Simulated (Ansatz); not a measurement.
`[NH2][GaH2]` + PH₃ → `[PH2][GaH2]` + NH₃ at 600 K and 1 bar (ligand exchange at a Ga–N bond).

Calculated with Ansatz (gas phase, PBE0-D4/def2-TZVP geometries, no zero-point term in ΔE). CCSD(T)/CBS is the MP2 limit (def2-TZVPP, def2-QZVPP) plus CCSD(T) − MP2 in def2-TZVPP, frozen cores. This one scheme is used for every species. For Ga outer-core shells are correlated without core-valence functions, which leaves a few kJ/mol of doubt a bond. Scalar relativity is left out up to krypton.

```tsv
species	CCSD(T)/CBS energy (Eh)	H − E (kJ/mol)	S (J/(mol·K))
`[NH2][GaH2]`	-1981.05479	138.9	317.7
PH₃	-342.72256	86.3	240.2
`[PH2][GaH2]`	-2267.26620	120.0	347.4
NH₃	-56.50880	112.4	219.5
```

H − E and S are ideal-gas, rigid-rotor, harmonic terms from PBE0-D4/def2-TZVP. 1 Eh = 2625.50 kJ/mol, R = 8.31446 J/(mol·K).

**Question.** By hand: ΔE, ΔH, ΔS and ΔG.

**Answer.** ΔE = (-2267.26620) + (-56.50880) − (-1981.05479) − (-342.72256) = 0.00235 Eh = 6.2 kJ/mol. Δ(H − E) = 120.0 + 112.4 − 138.9 − 86.3 = 7.2, so ΔH = 13.4 kJ/mol. ΔS = 347.4 + 219.5 − 317.7 − 240.2 = 9.0 J/(mol·K). ΔG = 13.4 − 600 × (9.0)/1000 = 8.0 kJ/mol.

**Question.** By hand: the equilibrium constant, and the temperature at which ΔG would vanish if ΔH and ΔS stayed fixed.

**Answer.** log₁₀ K = −ΔG/(RT ln 10) = -0.7. ΔG = 0 at ΔH/ΔS = 1489 K, though so small a ΔS makes that figure unsure.

TΔS isn't small against ΔH here. A doubt of 5 kJ/mol in ΔE shifts log₁₀ K by 0.4 here. These are equilibria of isolated gas molecules and say nothing of rates. Largest T1 diagnostic: 0.014 (customary marks: 0.02 for closed shells, 0.045 for open ones).
